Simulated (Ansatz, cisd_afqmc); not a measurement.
System: BHF₂, charge 0, singlet. BHF2 (SMILES FBF).
B3LYP-D3(BJ)/def2-TZVP minimum from Ansatz (a program for electronic structure):
```xyz
4

B     -0.2503    -0.3737     0.0914
H     -0.8975    -1.3400     0.3279
F      0.9022    -0.1653     0.6953
F     -0.6634     0.5218    -0.7826
```

Total energies in cc-pVDZ, 18 correlated electrons, 3 frozen orbitals. UHF or UKS for unpaired electrons; spin-orbit terms are left out. Cores are frozen in correlated methods. No relativity. AFQMC is phaseless with a CISD trial state; ± is one standard error, without the phaseless bias. Outlying blocks are dropped, and bars are widened where a walk drifts. Over all cases where full CI ran beside it in this data, AFQMC minus full CI had a median of +0.1 mEh and passed +0.4 mEh in a tenth of the cases.

| method | program | energy (Eh) | minus CCSDT(Q) (mEh) |
|---|---|---|---|
| HF | Ansatz | -224.26659 | 478.58 |
| MP2 | Ansatz | -224.72398 | 21.19 |
| CCSD | Ansatz | -224.73560 | 9.57 |
| CCSD(T) | Ansatz | -224.74382 | 1.35 |
| CCSDT(Q) | Ansatz | -224.74517 | 0.00 |
| AFQMC/CISD | cisd_afqmc | -224.7447 ± 0.0006 | 0.4 ± 0.6 |

Rough core times of Ansatz's runs on a shared machine: CCSD(T) under 20 s, CCSDT(Q) 40 s.
